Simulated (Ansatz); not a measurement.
`C=COBC`, relaxed with RKS PBE0-D4/def2-TZVP in Ansatz 0.2.0 from a PBE-D4/def2-SVP geometry. The force threshold is 0.005 eV/Å; the program also tests the step.

The species carries charge 0 and has multiplicity 1.

Start:

```xyz
12

C    -1.637    0.147   -0.951
C    -0.399    0.220   -1.467
O     0.673   -0.531   -1.066
B     1.191   -0.657    0.199
C     0.722    0.169    1.449
H    -2.440    0.760   -1.381
H    -1.880   -0.525   -0.114
H    -0.156    0.866   -2.327
H     2.084   -1.486    0.267
H     1.606    0.537    2.012
H     0.193   -0.514    2.154
H     0.043    1.015    1.226
```

| step | energy (eV) | largest force (eV/Å) | largest move (Å) |
| --- | --- | --- | --- |
| 1 | -5944.0558 | 0.574 | 0.000 |
| 2 | -5944.1083 | 0.152 | 0.037 |
| 3 | -5944.1122 | 0.038 | 0.015 |
| 4 | -5944.1123 | 0.045 | 0.012 |
| 5 | -5944.1125 | 0.018 | 0.004 |
| 6 | -5944.1125 | 0.031 | 0.021 |
| 7 | -5944.1127 | 0.011 | 0.003 |
| 8 | -5944.1127 | 0.007 | 0.011 |
| 9 | -5944.1128 | 0.003 | 0.011 |

End:

```xyz
12

C    -1.622    0.131   -0.948
C    -0.398    0.221   -1.440
O     0.655   -0.553   -1.060
B     1.174   -0.662    0.194
C     0.718    0.177    1.428
H    -2.407    0.759   -1.347
H    -1.872   -0.568   -0.158
H    -0.144    0.897   -2.251
H     2.050   -1.477    0.276
H     1.594    0.541    1.974
H     0.192   -0.480    2.132
H     0.059    1.015    1.199
```

Hardware: 4 threads of an Arm Neoverse V1 on a shared host. Wall time 26 s, peak host memory 0.44 GiB.
